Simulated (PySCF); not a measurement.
This script is equivalent to a calculation on Be⁺ (beryllium, charge +1).

```python
from pyscf import gto, scf, dft, mp, cc
import basis_set_exchange as bse
mol = gto.M(atom="Be 0 0 0", charge=1, spin=1, symmetry="D2h",
            basis=gto.basis.parse(bse.get_basis("cc-pVDZ", elements=["Be"], fmt="nwchem", header=False)))
mf = dft.UKS(mol, xc="B88,P86")
mf.irrep_nelec = {'Ag': (2, 1)}
mf.kernel()
```

(1) What total energy does it give?

(2) Which occupied shell lies highest, and where?

(3) What is ⟨S²⟩, and what would a pure spin state give?

Results:

(1) -14.321 hartree (calculated).

(2) 2s α, at -14.505 eV.

(3) 0.750, against 0.75.
